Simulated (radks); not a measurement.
Results of a calculation; reference values are marked as such.
Task: Coherent X-ray form factor from a spherical all-electron density. Level of theory: scalar-relativistic Kohn-Sham, r2SCAN, spin-polarised, spherical densities, finite nucleus; meta-GGA in the generalised Kohn-Sham scheme; Fermi nuclear charge, rms radius of each element as measured or else 0.836 A^(1/3) + 0.57 fm (a radial shooting solver on a logarithmic mesh with Libxc functionals).

| sin(theta)/lambda (1/angstrom) | f0 (electrons) |
|---|---|
| 0.05 | 30.866 |
| 0.1 | 30.473 |
| 0.15 | 29.844 |
| 0.2 | 29.015 |
| 0.25 | 28.028 |
| 0.3 | 26.930 |
| 0.4 | 24.567 |
| 0.5 | 22.192 |
| 0.6 | 19.953 |
| 0.8 | 16.027 |
| 1 | 12.816 |
| 1.25 | 9.788 |
| 1.5 | 7.793 |
| 2 | 5.812 |

The species is in the configuration that NIST lists as its ground one. Which atom or ion scatters so?

Result: The molybdenum ion Mo11+, [Ar] 3d10 4s2 4p1. Extrapolating in s^2 from the first two rows gives f0(0) = 31.0, near the electron count 31; among species with that count, the fall with angle is slower the higher Z, and the table is that of Z = 42; from so few rows the species is fixed only to a neighbour or two.
